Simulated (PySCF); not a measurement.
## Electron correlation in As²⁰⁺ (arsenic, charge +20)

Starting occupation: [Ne] 3s2 3p1, 3p3/2 with m_j = +3/2. Calculation: PySCF 2.14, in an uncontracted even-tempered set (19 s from 2.3 bohr⁻², ratio 2.4; 13 p from 2.9 bohr⁻², ratio 2.4; 5 d from 11 bohr⁻², ratio 2.6; 4 f from 17 bohr⁻², ratio 2.6); X2C-1e with screened-nucleus spin-orbit coupling, Gaussian nucleus. Frozen: 1s2; 11 electrons correlated; the 52 highest virtual spinors left out.

MP2 pair energies summed by pair of shells (mhartree):

```csv
pair,energy,share (%)
2p1/2-2p3/2,-93.83,21.2
2p3/2-2p3/2,-88.54,20.0
3s1/2-3s1/2,-53.09,12.0
2p3/2-2s1/2,-38.95,8.8
3p3/2-3s1/2,-35.99,8.1
2p3/2-3s1/2,-30.37,6.9
2p1/2-2p1/2,-22.24,5.0
2p1/2-2s1/2,-20.10,4.6
2p1/2-3s1/2,-15.24,3.5
2p3/2-3p3/2,-13.82,3.1
2s1/2-2s1/2,-10.48,2.4
2s1/2-3s1/2,-7.45,1.7
2p1/2-3p3/2,-7.42,1.7
2s1/2-3p3/2,-4.12,0.9
```

Total MP2 correlation energy: -441.64 mhartree.

At this charge the one-electron X2C treatment keeps the bare 1/r₁₂, with no two-electron picture change or Breit term. The effect here is smaller than on the frozen 1s shell.
